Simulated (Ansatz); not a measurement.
Stepwise reaction of `CO[Si]([SiH3])(Cl)Cl` with hydrogen, as a gas-phase model of exchange steps in deposition or etching. ΔE in kJ/mol.

Program: Ansatz. Geometries: PBE0-D4/def2-TZVP. ΔE: electronic, gas phase. CCSD(T)/CBS adds triple-zeta CCSD(T) − MP2 to the extrapolated MP2 energy (def2 sets, frozen cores). This one scheme is used for every species. Functionals use def2-TZVPP. B3LYP here is the variant with VWN-RPA as its local correlation; programs differ in this. Each species was taken in one conformer, which may not be the lowest.

```tsv
step	reaction	PBE-D4	B3LYP-D4	ωB97M-V	CCSD(T)/CBS
1	`CO[Si]([SiH3])(Cl)Cl` + H₂ → `CO[SiH]([SiH3])Cl` + HCl	93.6	92.9	93.7	91.9
```

Question: Give the row of step 2, `CO[SiH]([SiH3])Cl` + H₂ → `CO[SiH2][SiH3]` + HCl. (Best estimate.)

Answer: The calculation gave: 
| step | reaction | PBE-D4 | B3LYP-D4 | ωB97M-V | CCSD(T)/CBS |
| --- | --- | --- | --- | --- | --- |
| 2 | `CO[SiH]([SiH3])Cl` + H₂ → `CO[SiH2][SiH3]` + HCl | 94.4 | 94.0 | 95.0 | 94.2 |

Question: By hand: ΔE of the 2 steps together at CCSD(T)/CBS.

Answer: (91.9) + (94.2) = 186.1 kJ/mol, or 93.1 kJ/mol a step.

In ΔE the steps differ by no more than 2.3 kJ/mol. All are uphill at CCSD(T)/CBS. PBE-D4 differs from CCSD(T)/CBS by 0.2 to 1.7 kJ/mol a step. Isolated molecules leave out the surface, adducts and barriers. Largest T1 diagnostic: 0.012.
